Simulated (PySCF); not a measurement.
Computed shifts of a molecule C3H2F4, B3LYP/pcSseg-1 (PySCF), GIAO, gas phase, atoms alike by connectivity averaged where their shifts nearly agree, in ppm (number of nuclei): ¹³C: 167.6 (1), 129.8 (1), 104.6 (1). ¹⁹F: -94.6 (3), -127.3 (1). ¹H: 5.66 (1), 5.58 (1). References: ¹³C against TMS (σ = 181.3 ppm); ¹⁹F against CFCl3 (σ = 161.7 ppm); ¹H against TMS (σ = 31.68 ppm), references at their B3LYP-D3(BJ)/def2-TZVP geometries, non-relativistic. Geometry optimised at B3LYP-D3(BJ)/def2-SVP. Other conformers were not sampled.

Problem. Identify the compound among the candidates.
(A) FC(F)=CC(F)F
(B) C=C(F)C(F)(F)F
(C) FC1(F)CC1(F)F
(D) F[C@H]1[C@H](F)C1(F)F

Solution. B, C=C(F)C(F)(F)F
